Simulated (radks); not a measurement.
All-electron atom: Pb LXIII in [Ar] 3d2. Calculated with a radial shooting solver on a logarithmic mesh with Libxc functionals: non-relativistic Kohn-Sham, TPSS, spin-polarised, spherical densities, point nucleus; open shells are filled with parallel spins first (spin-orbit coupling, left out, can overturn this in heavy ions); meta-GGA in the generalised Kohn-Sham scheme; relativity is left out, which matters for an element this heavy.

Unscreened Slater integrals over Kohn-Sham orbitals (cm^-1). They are taken over the spin-up orbitals.

\begin{tabular}{lr}
integral & value \\ \hline
F0(3d,3d) & 1332600 \\
F2(3d,3d) & 694590 \\
F4(3d,3d) & 450740 \\
F0(3d,3p) & 1210400 \\
F2(3d,3p) & 576760 \\
G1(3d,3p) & 584070 \\
G3(3d,3p) & 399620 \\
F0(3d,3s) & 1166600 \\
G2(3d,3s) & 410410 \\
F0(3d,2p) & 1671400 \\
F2(3d,2p) & 539230 \\
G1(3d,2p) & 519750 \\
G3(3d,2p) & 301340 \\
F0(3p,3p) & 1139900 \\
F2(3p,3p) & 574160 \\
F0(3p,3s) & 1103600 \\
G1(3p,3s) & 700000 \\
F0(3p,2p) & 1501200 \\
F2(3p,2p) & 391170 \\
G0(3p,2p) & 152020 \\
G2(3p,2p) & 170030 \\
F0(3s,3s) & 1074500 \\
F0(3s,2p) & 1408000 \\
G1(3s,2p) & 146600 \\
F0(2p,2p) & 3070900 \\
F2(2p,2p) & 1474900 \\
\end{tabular}

Derived for the open shells (J is the average intra-shell exchange parameter used in DFT+U). 3d: Racah B = F2/49 - 5 F4/441 = 9065 cm^-1, C = 35 F4/441 = 35770 cm^-1, C/B = 3.95, F4/F2 = 0.649, J = (F2 + F4)/14 = 81810 cm^-1.
